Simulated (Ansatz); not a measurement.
Hg4O5. Charge 0, multiplicity 1. Geometry B3LYP-D4/def2-SVP, basis def2-TZVP, Ansatz.

Cartesian coordinates in Å:
```
Hg -0.8393 0.6764 1.9505
Hg -1.9575 1.6018 -0.6950
Hg 0.0145 -0.6212 -1.2487
Hg 3.0918 -0.9919 -2.6173
O -2.1651 2.0689 1.2778
O -1.2266 0.6052 -2.3121
O 1.4703 -0.8170 1.2115
O 1.0851 -1.6866 0.1771
O 0.5267 -0.8357 2.2562
```

```json
{"run": "A", "HOMO (eV)": "-6.06", "LUMO (eV)": "-3.80"}
{"run": "B", "HOMO (eV)": "-9.20", "LUMO (eV)": "-0.99"}
{"run": "C", "HOMO (eV)": "-6.13", "LUMO (eV)": "-3.63"}
{"run": "D", "HOMO (eV)": "-6.65", "LUMO (eV)": "-3.39"}
{"run": "E", "HOMO (eV)": "-7.12", "LUMO (eV)": "-2.96"}
{"run": "F", "HOMO (eV)": "-6.24", "LUMO (eV)": "-3.70"}
```

In the def2 sets Hg takes a core potential; there is no spin–orbit coupling. The structure holds 2 bonds between oxygen atoms, so isomers without such links may lie far lower. Another isomer (singlet) lies 0.05 eV lower at PBE0-D4/def2-TZVP; other spin states weren't run for this one.

Problem. The runs used B97M-V, PBE, PBE0, r2SCAN, r2SCANh, ωB97X-V. Estimate which is which.

Solution. A PBE (0 % exact exchange); B ωB97X-V (range-separated); C B97M-V (0 % exact exchange); D r2SCANh (10 % exact exchange); E PBE0 (25 % exact exchange); F r2SCAN (0 % exact exchange). Exact exchange lowers occupied and raises empty levels; among semilocal functionals meta-GGAs tend to open the gap a little, and such runs are hard to tell apart. The gap grows from 2.26 eV (PBE) to 8.21 eV (ωB97X-V).
